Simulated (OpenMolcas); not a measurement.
Lines of Sn2+: computed and rescaled rates

```yaml
Program: OpenMolcas
Method: "MS-CASPT2, IPEA 0.25 Eh, imaginary shift 0.1 Eh (closed shells correlated: 4d)"
Basis: ANO-RCC-VTZP [7s6p4d2f1g]
Scalar_Hamiltonian: DKH2, point nucleus
Active_space: 2 electrons in 8 orbitals (5s 5p 6s 6p)
State_averaging: 2S+1 = 3 even, 3 roots; 2S+1 = 1 even, 7 roots; 2S+1 = 3 odd, 3 roots; 2S+1 = 1 odd, 3 roots
Spin-orbit_coupling: state interaction with AMFI integrals over the reference wave functions, term energies averaged over their components
```

Rates come from the transition moments of the reference wave functions (E1 and E2 in the length form). At fixed line strength A goes as λ^-3 for E1 and M1 and as λ^-5 for E2, so a rate at the computed wavelength can be rescaled to the measured one. Measured vacuum wavelengths follow from level energies in Moore, Atomic Energy Levels, vol. III, NSRDS-NBS 35 (1971 reprint of NBS Circular 467, 1958). Branching counts decays inside the model space alone, at computed energies, and the table is only a selection of the E1 lines, drawn from those between levels with measured partners whose computed energy lies within a factor of 1.5 of the measured one.

```tsv
Upper	Lower	Type	λ computed (nm)	λ measured (nm)	A computed (s-1)	A rescaled (s-1)	Branching %
5p2 3P0	5s 5p 3P* 1	E1	135.9	138.7	3.02e+09	2.84e+09	99.8
5p2 3P1	5s 5p 3P* 2	E1	139.3	141.1	1.17e+09	1.13e+09	37.7
5p2 3P1	5s 5p 3P* 0	E1	130.7	130.6	1.14e+09	1.14e+09	36.5
5p2 3P1	5s 5p 3P* 1	E1	133.1	133.5	8.01e+08	7.94e+08	25.7
```

The largest correction is for 5p2 3P0 → 5s 5p 3P* 1 (E1): 3.02e+09 × (135.9 / 138.7)^3 = 2.84e+09 s-1, a factor of 0.94.

The computed rate and branching of 5p2 3P0 → 5s 5p 3P* 1 give the upper level a radiative lifetime of 0.998 / 3.02e+09 s-1 = 3.30e-10 s, counting decays inside the model space alone. The rescaled rate gives about 3.5e-10 s.

No measured rate stands beside these. Rescaling mends the energy factor alone: line strengths can still be far off where a level mixes with configurations outside the active space, and weak or spin-changing lines hang on small mixing coefficients that depend on the term gaps too, so rescaling need not improve them.

Over all roots computed the reference weight is 0.87 to 0.94; the roots of lowest weight are the least certain, and an intruder state may touch them. The run also gave levels led by 5s 6s, which use shells meant for correlation; these and all levels above them are left out. The ¹D term of p² mixes with s d, which this space lacks. Measured partners are found by configuration, term and J. A level has none where our copy of the source lacks it or the pairing is in doubt (some pairs that miss far off the trend of their configuration count as doubtful). Only configurations of the active space appear.

* marks odd parity.
